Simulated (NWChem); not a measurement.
System: BeGeH4; SMILES [BeH][GeH3]

```xyz
6

Be    -0.0003    -1.8560     0.0021
H     -0.0007    -3.1958     0.0029
Ge    -0.0013     0.3541     0.0006
H      1.0930     0.9515    -0.9131
H     -1.3406     0.9485    -0.4919
H      0.2410     0.9524     1.4051
```
Atoms are numbered in this order, from 1.

Coordinates come from a PBE0/def2-SVP optimisation.

List the 6 lowest vertical singlet excitations and the 6 lowest triplet ones from CAM-B3LYP/def2-SVP, TDA (NWChem).


```tsv
state	energy (eV)	oscillator strength	leading excitation (squared amplitude)
S1	5.21	0.016	HOMO → LUMO (0.94)
S2	5.21	0.016	HOMO → LUMO+1 (0.94)
S3	7.18	0.000	HOMO−1 → LUMO (0.47)
S4	7.35	0.000	HOMO−2 → LUMO+1 (0.45)
S5	7.35	0.000	HOMO−2 → LUMO (0.45)
S6	7.49	0.024	HOMO → LUMO+2 (0.56)
T1	4.44	spin-forbidden	HOMO → LUMO (0.97)
T2	4.44	spin-forbidden	HOMO → LUMO+1 (0.97)
T3	6.11	spin-forbidden	HOMO−3 → LUMO (0.96)
T4	6.11	spin-forbidden	HOMO−3 → LUMO+1 (0.96)
T5	6.62	spin-forbidden	HOMO−2 → LUMO (0.35)
T6	6.88	spin-forbidden	HOMO−1 → LUMO+1 (0.35)
```
